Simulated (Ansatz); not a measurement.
Reaction (substitution at a C–C bond): `CCC(=N)N` + `CB(O)[SeH]` → `COB(C)[SeH]` + `CC(=N)N`

Computed with Ansatz on PBE0-D4/def2-TZVP structures; ΔE is electronic, products minus reactants. CCSD(T)/CBS is the MP2 limit (def2-TZVPP, def2-QZVPP) plus CCSD(T) − MP2 in def2-TZVPP, frozen cores. Functionals use def2-TZVPP. B3LYP here is the variant with VWN-RPA as its local correlation; programs differ in this. For Se outer-core shells are correlated without core-valence functions, which leaves a few kJ/mol of doubt a bond. Scalar relativity is left out up to krypton. Each species was taken in one conformer, which may not be the lowest.

| level | ΔE (kJ/mol) | difference from CCSD(T)/CBS |
| --- | --- | --- |
| PBE-D4 | 45.5 | -2.7 |
| r2SCAN-D4 | 45.3 | -2.9 |
| PBE0-D4 | 48.1 | -0.1 |
| B3LYP-D4 | 42.4 | -5.8 |
| ωB97X-V | 45.6 | -2.6 |
| ωB97M-V | 47.6 | -0.6 |
| B2PLYP | 45.3 | -2.9 |
| PBE | 45.7 | -2.5 |
| r2SCAN | 45.3 | -2.9 |
| PBE0 | 48.3 | 0.1 |
| B3LYP | 43.0 | -5.2 |
| HF/def2-TZVPP | 42.9 | -5.3 |
| MP2/def2-TZVPP | 51.5 | 3.3 |
| SCS-MP2/def2-TZVPP | 47.8 | -0.4 |
| CCSD/def2-TZVPP | 48.1 | -0.1 |
| CCSD(T)/def2-TZVPP | 47.7 | -0.5 |
| HF/def2-QZVPP | 42.6 | -5.6 |
| MP2/def2-QZVPP | 51.7 | 3.5 |
| SCS-MP2/def2-QZVPP | 48.2 | 0.0 |
| HF/CBS(def2) | 42.5 | -5.7 |
| MP2/CBS(def2) | 52.0 | 3.8 |
| CCSD/CBS(def2) | 48.6 | 0.4 |
| CCSD(T)/CBS | 48.2 | 0 |

Largest T1 diagnostic among the species: 0.012.

In def2-TZVPP, CCSD(T) changes the Hartree–Fock value by +4.8 kJ/mol (the triples alone add −0.4 kJ/mol) and MP2 by +8.6 kJ/mol.
